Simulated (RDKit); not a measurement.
Input file for RDKit: UFF on CH4SeTe (SMILES C[Te][SeH]), a point of a torsion scan.

```python
from rdkit import Chem
from rdkit.Chem import AllChem, rdDetermineBonds

blocks = [
'''7

C    -0.94690361   -0.25237788    0.03168986
Te    0.00277346    1.68614646   -0.04101941
Se    2.35378834    0.73825201    0.10237978
H    -0.63588704   -0.85729009   -0.81082556
H    -2.01401562   -0.08701192   -0.01955930
H    -0.70526642   -0.75668134    0.95892177
H     1.93174639   -0.63474160    0.16347296
''',
]
mol = None
for b in blocks:
    f = Chem.MolFromXYZBlock(b)
    rdDetermineBonds.DetermineBonds(f, charge=0)
    mol = f if mol is None else Chem.CombineMols(mol, f)
Chem.SanitizeMol(mol)
print(Chem.MolToSmiles(Chem.RemoveHs(mol)))
ff = AllChem.UFFGetMoleculeForceField(mol, vdwThresh=100.0, ignoreInterfragInteractions=False)
e = ff.CalcEnergy()
print(f'UFF energy {e:.6f} kcal/mol')
```

The log:

```
C[Te][SeH]
UFF energy 9.804296 kcal/mol
```

The run finished.

Cost: very roughly 0.010 core-seconds.
